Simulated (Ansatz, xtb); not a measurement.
Stretching the Sn1–H2 bond in HISn (SMILES [SnH][I]) (multiplicity 1 held, fragments rigid). Energies count from the point at 1.783 Å.
Geometry at that point (charge 0, multiplicity 1):
```xyz
3

Sn     0.452     0.915     0.965
H      0.730     2.177    -0.263
I     -0.441    -0.904    -0.906
```

R- and RO- levels are restricted; in cc, def2 and unpolarised 6-31G sets they are followed outwards from rest. Active spaces are followed from a long bond inwards. Curves can end on different states.

Cores are frozen in the correlated methods. Filled d and f shells under p-block atoms count as core.

Run with Ansatz (a first-principles code); xtb for the GFN methods. Values without a source in brackets are computed. In def2 rows elements past Kr take small-core potentials, without spin–orbit coupling. The GFN methods have no spin term and hold the electronic entropy of 300 K.

Energies in kcal/mol.

```json
[
 {"R (Å)": "1.427", "GFN2-xTB": "28.5", "R-HF/def2-SVP": "26.0", "R-SCS-MP2/def2-SVP": "27.0", "R-CCSDT(Q)/def2-SVP": "27.6", "SC-NEVPT2 on CASSCF(2,2)/def2-SVP": "28.2", "FIC-MRCISD+Q on CASSCF(2,2)/def2-SVP": "27.4"},
 {"R (Å)": "1.605", "GFN2-xTB": "6.5", "R-HF/def2-SVP": "4.4", "R-SCS-MP2/def2-SVP": "5.0", "R-CCSDT(Q)/def2-SVP": "5.4", "SC-NEVPT2 on CASSCF(2,2)/def2-SVP": "5.7", "FIC-MRCISD+Q on CASSCF(2,2)/def2-SVP": "5.2"},
 {"R (Å)": "1.783", "GFN2-xTB": "0.0", "R-HF/def2-SVP": "0.0", "R-SCS-MP2/def2-SVP": "0.0", "R-CCSDT(Q)/def2-SVP": "0.0", "SC-NEVPT2 on CASSCF(2,2)/def2-SVP": "0.0", "FIC-MRCISD+Q on CASSCF(2,2)/def2-SVP": "0.0"},
 {"R (Å)": "1.961", "GFN2-xTB": "-0.1", "R-HF/def2-SVP": "4.3", "R-SCS-MP2/def2-SVP": "3.7", "R-CCSDT(Q)/def2-SVP": "3.0", "SC-NEVPT2 on CASSCF(2,2)/def2-SVP": "2.6", "FIC-MRCISD+Q on CASSCF(2,2)/def2-SVP": "3.1"},
 {"R (Å)": "2.140", "GFN2-xTB": "2.7", "R-HF/def2-SVP": "12.9", "R-SCS-MP2/def2-SVP": "11.4", "R-CCSDT(Q)/def2-SVP": "9.9", "SC-NEVPT2 on CASSCF(2,2)/def2-SVP": "9.0", "FIC-MRCISD+Q on CASSCF(2,2)/def2-SVP": "10.0"},
 {"R (Å)": "2.407", "GFN2-xTB": "10.6", "R-HF/def2-SVP": "28.6", "R-SCS-MP2/def2-SVP": "25.7", "R-CCSDT(Q)/def2-SVP": "22.3", "SC-NEVPT2 on CASSCF(2,2)/def2-SVP": "20.8", "FIC-MRCISD+Q on CASSCF(2,2)/def2-SVP": "22.4"},
 {"R (Å)": "2.675", "GFN2-xTB": "20.4", "R-HF/def2-SVP": "44.7", "R-SCS-MP2/def2-SVP": "39.9", "R-CCSDT(Q)/def2-SVP": "33.8", "SC-NEVPT2 on CASSCF(2,2)/def2-SVP": "31.8", "FIC-MRCISD+Q on CASSCF(2,2)/def2-SVP": "33.9"},
 {"R (Å)": "3.120", "GFN2-xTB": "36.7", "R-HF/def2-SVP": "68.9", "R-SCS-MP2/def2-SVP": "59.6", "R-CCSDT(Q)/def2-SVP": "47.6", "SC-NEVPT2 on CASSCF(2,2)/def2-SVP": "45.2", "FIC-MRCISD+Q on CASSCF(2,2)/def2-SVP": "47.7"},
 {"R (Å)": "3.566", "GFN2-xTB": "53.1", "R-HF/def2-SVP": "88.6", "R-SCS-MP2/def2-SVP": "73.4", "R-CCSDT(Q)/def2-SVP": "54.7", "SC-NEVPT2 on CASSCF(2,2)/def2-SVP": "52.1", "FIC-MRCISD+Q on CASSCF(2,2)/def2-SVP": "54.8"},
 {"R (Å)": "4.101", "GFN2-xTB": "72.7", "R-HF/def2-SVP": "106.8", "R-SCS-MP2/def2-SVP": "82.2", "R-CCSDT(Q)/def2-SVP": "58.0", "SC-NEVPT2 on CASSCF(2,2)/def2-SVP": "55.3", "FIC-MRCISD+Q on CASSCF(2,2)/def2-SVP": "58.1"},
 {"R (Å)": "4.814", "GFN2-xTB": "88.2", "R-HF/def2-SVP": "124.0", "R-SCS-MP2/def2-SVP": "82.6", "R-CCSDT(Q)/def2-SVP": "59.1", "SC-NEVPT2 on CASSCF(2,2)/def2-SVP": "56.4", "FIC-MRCISD+Q on CASSCF(2,2)/def2-SVP": "59.2"},
 {"R (Å)": "5.706", "GFN2-xTB": "92.0", "R-HF/def2-SVP": "137.0", "R-SCS-MP2/def2-SVP": "70.8", "R-CCSDT(Q)/def2-SVP": "59.3", "SC-NEVPT2 on CASSCF(2,2)/def2-SVP": "56.6", "FIC-MRCISD+Q on CASSCF(2,2)/def2-SVP": "59.4"}
]
```

Doubts at one or more of the structures used: a restricted determinant that unrestricted orbitals would lower (R-HF/def2-SVP, R-SCS-MP2/def2-SVP, R-CCSDT(Q)/def2-SVP); other coupled-cluster roots lie near (R-CCSDT(Q)/def2-SVP); T1 above 0.05 (R-CCSDT(Q)/def2-SVP).
